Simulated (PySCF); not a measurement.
C₃H₁₁NSi₂, SMILES C1C[C@@H]([SiH3])N1[SiH3].

Geometry: r2SCAN-D4/def2-SVP. The structure was generated by enumeration; whether it is a known compound was not checked.

Computed with SMD-M06-2X/6-31G* in PySCF.

Solvation free energies are E(SMD) − E(gas) at the gas-phase geometry, for 1 M in both phases. In vacuum the dipole moment is 1.44 D.

Computed solvation free energies in water, methanol, tetrahydrofuran:
```tsv
solvent	ΔG(solv) (kcal/mol)	its non-electrostatic (CDS) part	dipole (D)
water	2.4	4.2	2.00
methanol	-2.7	-0.9	1.98
tetrahydrofuran	-2.4	-0.9	1.88
```
